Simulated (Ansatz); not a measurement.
```yaml
crystal:
  periodic: [false, false, false]
  atoms:
    - {symbol: C, position_ang: [-1.653860, -0.092438, -1.228292]}
    - {symbol: Al, position_ang: [-0.460252, -0.888521, -0.053517]}
    - {symbol: O, position_ang: [0.944683, -0.135528, 0.741206]}
    - {symbol: Ga, position_ang: [2.087618, 0.800258, 1.549322]}
    - {symbol: H, position_ang: [-2.437045, -0.695761, -1.735898]}
    - {symbol: H, position_ang: [-2.148639, 0.886186, -0.653431]}
    - {symbol: H, position_ang: [-1.117268, 0.440520, -2.093013]}
    - {symbol: H, position_ang: [-0.544910, -2.606751, 0.277328]}
    - {symbol: H, position_ang: [1.707781, 1.244660, 2.865511]}
    - {symbol: H, position_ang: [3.479228, 1.094772, 0.642445]}
basis:
  gaussian: {orbitals: aug-cc-pVTZ, fitting: {mean_field: cc-pVTZ-jkfit}, final_grid: {core_spheres: 8, valence_spheres: 7, degree: 23}}
total_charge: 1
magnetization: {spin_polarized: true, initial_magnetization: 9}
hamiltonian: {xc: {name: r2SCANh}, dispersion: d3bjatm}
accuracy: high
scf: {lower_state_search: off}
```

```sh
$ ansatz run in.yaml --threads 4 --pin off --events-out ev --progress --plain --max-ram 10444MiB
```

Output, abridged:

```
Functional definition: r2SCANh
666 factors; integrals over basis functions are off by at most 7.6e-1 eV
mean field evaluation 1: about -62095.6157 eV, gradient 7.7e1 eV
mean field evaluation 2: about -61885.7762 eV, gradient 1.5e2 eV
mean field evaluation 4: about -62066.3352 eV, gradient 8.9e1 eV
mean field evaluation 8: about -62108.7820 eV, gradient 4.2e1 eV
mean field evaluation 16: about -62122.4872 eV, gradient 8.5e-2 eV
mean field -62122.48714603 eV, -2282.9592944826 hartree, gradient 1.7e-8 eV, S^2 24.764314; 0 other end points of the search recorded, 0 dependent functions left out
reference -62122.48715761 eV, -2282.9592949082 hartree; 36, 27 occupied and 303, 312 virtual orbitals, 666 factors
Total energy: -62122.53612381 eV, -2282.9610943825 hartree
Checks for a lower state left out: stability, starts, cluster_reference, orbital_swaps, neighbouring_geometries, increment
```

In this input the spin is set far too high for this molecule. The calculation finished and met its thresholds. The result belongs to that input, not to the molecule as meant.
